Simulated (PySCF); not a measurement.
A structure optimised at PBE-D3(BJ)/def2-SVP, used in a PySCF frequency run:

```
Tl
Cl 1 2.4210
Cl 1 2.4210 2 120.00
Cl 1 2.4210 2 120.00 3 180.00
```

Question: Write its SMILES, formula and point group.

Answer: [Cl][Tl]([Cl])[Cl], Cl₃Tl, D3h

Question: What are its rotational constants (standard atomic weights)?

Answer: 1.6215, 1.6215, 0.81076 GHz
